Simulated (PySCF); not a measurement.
C2H5BO3. Atoms are numbered in the order given.

```xyz
11

B     -0.4132     0.9910     1.0269
H     -1.3154     1.5946     0.5161
O      0.3216     0.0311     0.3456
C     -0.0734    -0.5068    -0.8431
C      1.0765    -1.1610    -1.5457
O     -1.2017    -0.4660    -1.2346
H      0.7332    -1.6144    -2.4816
H      1.5232    -1.9256    -0.8931
H      1.8592    -0.4149    -1.7489
O     -0.0494     1.2714     2.2907
H      0.6823     0.7191     2.5923
```

Coordinates come from a PBE0-D3(BJ)/def2-SVP optimisation. This is a generated structure with no PubChem entry under its InChIKey; it may be hypothetical. One conformer was computed; it need not be the lowest.

Computed with TDA-CAM-B3LYP/def2-SVPD (PySCF 2.14.0).

Vertical excitations. Isolated molecule, no solvent.

Computed UV-visible absorptions:
```csv
state,energy (eV),λ (nm),f,main pairs
S1,5.63,220,0.001,"HOMO→LUMO 70 %, HOMO→LUMO+1 16 %, HOMO→LUMO+3 11 %"
S2,7.83,158,0.020,"HOMO→LUMO+1 66 %, HOMO→LUMO+2 16 %"
S3,7.94,156,0.011,"HOMO−2→LUMO 70 %, HOMO−2→LUMO+1 19 %"
S4,8.14,152,0.059,"HOMO→LUMO+3 50 %, HOMO−1→LUMO 23 %, HOMO→LUMO 8 %"
S5,8.26,150,0.172,"HOMO−1→LUMO 46 %, HOMO→LUMO+3 26 %, HOMO−1→LUMO+1 9 %"
S6,8.70,143,0.008,"HOMO−1→LUMO+1 66 %, HOMO−1→LUMO 11 %"
S7,8.77,141,0.001,"HOMO→LUMO+2 60 %, HOMO→LUMO+1 12 %"
S8,9.07,137,0.064,"HOMO−2→LUMO+3 45 %, HOMO−2→LUMO+1 21 %"
S9,9.28,134,0.027,"HOMO−2→LUMO+1 33 %, HOMO−2→LUMO+3 17 %, HOMO−2→LUMO 13 %, HOMO−5→LUMO 7 %"
S10,9.36,132,0.025,HOMO→LUMO+4 62 %
T1,5.08,244,0,"HOMO→LUMO 67 %, HOMO→LUMO+1 15 %, HOMO→LUMO+3 14 %"
T2,6.24,199,0,"HOMO−1→LUMO 51 %, HOMO−1→LUMO+1 12 %, HOMO−3→LUMO 12 %, HOMO−1→LUMO+3 9 %"
T3,7.39,168,0,"HOMO−2→LUMO 55 %, HOMO−2→LUMO+1 21 %, HOMO−2→LUMO+3 9 %"
T4,7.72,161,0,"HOMO→LUMO+1 60 %, HOMO→LUMO+2 18 %"
```
Triplets are in the Tamm–Dancoff approximation.
